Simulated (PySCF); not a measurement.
Compound: C₆H₈AlNO₂.
Structure used (PBE0-D3(BJ)/def2-SVP), in Å, numbered top down from 1:
```
atom  x, y, z in Å
O1    -3.9112    0.2302    0.2138
C2    -3.3874   -0.7048    0.7344
O3    -2.0674   -0.9755    0.7684
C4    -1.0932   -0.1985    0.2040
C5    -1.2787    0.9790   -0.5243
C6    -0.1438    1.6177   -1.0190
C7     1.1140    1.0815   -0.7807
N8     1.2693   -0.0482   -0.0792
Al9    3.1436   -0.8301    0.2806
C10    0.2001   -0.6783    0.4036
H11   -3.9097   -1.5142    1.2806
H12   -2.2772    1.3759   -0.6939
H13   -0.2399    2.5400   -1.5940
H14    2.0328    1.5456   -1.1471
H15    3.1689   -0.7852    1.8874
H16    4.0139    0.2637   -0.5157
H17    2.9771   -2.2881   -0.3760
H18    0.3632   -1.5987    0.9708
```

Level: PBE0/pcSseg-1 in PySCF, non-relativistic, on one gas-phase PBE0-D3(BJ)/def2-SVP geometry that isn't relaxed in the solvent. The solvent is an IEF-PCM continuum (van der Waals radii × 1.2). The model holds no explicit solvent molecules, cavitation or dispersion.

```csv
run,E − E(gas) (kcal/mol),HOMO (eV),HOMO–LUMO gap (eV),dipole (D)
gas,0.00,-7.20,4.86,5.93
P,-10.45,-7.79,5.88,6.90
Q,-12.16,-7.88,6.03,7.05
```

**Question.** The runs were made in dichloromethane and water. Which run belongs to which solvent?

**Answer.** P = dichloromethane, Q = water. The dielectric constants are 8.93 (dichloromethane), 78.36 (water), and the energy falls further as ε rises. In this model the ground state sees the solvent through ε alone.

**Question.** How constant is the ratio of the lowering to (ε − 1)/(2ε + 1)?

**Answer.** 
| solvent | (ε − 1)/(2ε + 1) | E − E(gas) (kcal/mol) | ratio (kcal/mol) | polarisation term (kcal/mol) |
| --- | --- | --- | --- | --- |
| dichloromethane | 0.420 | -10.45 | -24.8 | -11.71 |
| water | 0.490 | -12.16 | -24.8 | -13.85 |

The ratio changes by -0.2 % in size from dichloromethane to water. The polarisation term is half the interaction of the solute with the induced surface charges.
